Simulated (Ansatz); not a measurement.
The input (input.yaml):

```yaml
crystal:
  periodic: [false, false, false]
  atoms:
    - { symbol: Ge, position_ang: [0.0, 0.0, 0.0] }
    - { symbol: F, position_ang: [0.0, 0.0, 2.03] }
    - { symbol: F, position_ang: [1.5842, 0.0, -0.5594] }
    - { symbol: F, position_ang: [-0.7913, 1.3709, -0.5594] }
    - { symbol: O, position_ang: [-0.8337, -1.4443, -0.5894] }
    - { symbol: H, position_ang: [-1.2883, -1.91, 0.183] }
    - { symbol: O, position_ang: [1.0804, -1.6406, 0.6527] }
    - { symbol: H, position_ang: [0.514, -2.4726, 0.5682] }
    - { symbol: H, position_ang: [0.6544, -0.9938, 1.7453] }
basis:
  gaussian: { orbitals: def2-SVP }
hamiltonian:
  xc: pbe0
  dispersion: d4
relax:
  f_tol: 0.15
  max_steps: 25
  restrain:
    - { distance: [0, 6], at: 2.97, k: 30.0 }
    - { distance: [8, 1], at: 2.12, k: 30.0 }
    - { distance: [0, 1], at: 1.68, k: 30.0 }
    - { distance: [8, 6], at: 1.01, k: 30.0 }
```

Run as:

```bash
$ ansatz run input.yaml --threads 4 --pin off --max-ram 5120MiB --backend cpu --events-out ev --progress --plain --runs-dir out
```

Hardware: 4 threads of Arm Neoverse V2, with other jobs on the host.

Task: Roughly how long does this run take, and how much memory?

Result: 30 s, with a peak of 0.3 GiB, for 16 ionic steps.
